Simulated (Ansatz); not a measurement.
Species: C$_{6}$H$_{8}$Sn$_{2}$, SMILES `[CH]1=C[C]2=[C](C=[CH][SnH2]2)[SnH2]1` with one electron removed (charge 1, multiplicity 2).

Q: Give a relaxed geometry from PBE-D3(BJ)/def2-SVP in Ansatz (a first-principles code).

A: the end point of this relaxation (outside a Z-matrix the atoms follow the SMILES, hydrogens last).
Cartesian coordinates (Å) in one orientation:
```xyz
16

C      2.451    -0.710    -0.121
C      1.249    -1.400    -0.234
C      0.002    -0.701    -0.115
C     -0.002     0.701     0.117
C     -1.249     1.402     0.219
C     -2.451     0.715     0.093
Sn    -2.081    -1.403    -0.232
Sn     2.081     1.400     0.252
H      3.410    -1.245    -0.218
H      1.242    -2.489    -0.416
H     -1.242     2.492     0.399
H     -3.410     1.253     0.166
H     -2.532    -2.393     1.089
H     -2.521    -1.962    -1.788
H      2.534     2.430    -1.037
H      2.518     1.910     1.825
```
